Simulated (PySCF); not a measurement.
Reading a saddle point

A first-order saddle point of BH4SeF, singlet, PBE0-D4/def2-TZVP, with one imaginary mode of 927i cm⁻¹:

```xyz
7
angstrom
B -0.4796 -0.5607 0.1970
F 0.7704 -1.0680 -0.6052
H -1.4676 -0.9500 -0.3460
H -0.2978 -0.7219 1.3628
H 0.8332 0.0726 -0.8878
Se -0.1402 1.4414 -0.4058
H 0.7816 1.7868 0.6850
```

Computed with PySCF 2.14 with density fitting (its default auxiliary sets; JK sets also for MP2 and CCSD(T)) (basis: def2-TZVPP and def2-QZVPP); correlated methods freeze the cores. Filled d shells of the heavier atoms are correlated. The def2 sets are not built for correlating such inner shells, so the correlated values are less sure here. Extrapolation: Hartree–Fock as exp(−7.88 √X), correlation as X^−2.97.

Q: Which contacts change along the imaginary mode, and what lies on either side? (Judge from chemistry; the calculation decides.)

A: Computed: The step is BH₂F ([BH2][F]) + H₂Se → BH₃Se ([BH2][SeH]) + HF, with the molecules in contact on both sides. Shortening one way: B1–Se6, F2–H5; lengthening the same way: B1–F2, H5–Se6.
```csv
pair,one side (Å),saddle (Å),other side (Å)
B1–Se6,2.40,2.12,1.91
F2–H5,3.09,1.18,0.93
B1–F2,1.35,1.57,3.50
H5–Se6,1.47,1.75,2.46
```

Q: Which side is lower, and how far does the saddle lie above each? (An estimate is asked for; the value comes from the calculation.)

A: By the calculation: The side with B1–F2, H5–Se6 short is lower by 10.68 kcal/mol; the saddle lies 24.40 kcal/mol above it and 13.73 kcal/mol above the other (CCSD(T) at an estimated basis limit (MP2 extrapolated from triple and quadruple zeta, plus CCSD(T) − MP2 in triple zeta); electronic energies).

No T1 diagnostic of these runs exceeds 0.012.

Labels in which every atom is bracketed show which atoms are joined, not bond orders.

For scale, one of the runs: CCSD(T)/def2-TZVPP, 166 basis functions, launched by `OMP_NUM_THREADS=4 python run.py`. The run took 3.7 min on 4 CPU threads of an Arm Neoverse V2 (shared host), with 1.7 GiB of host memory at its peak.
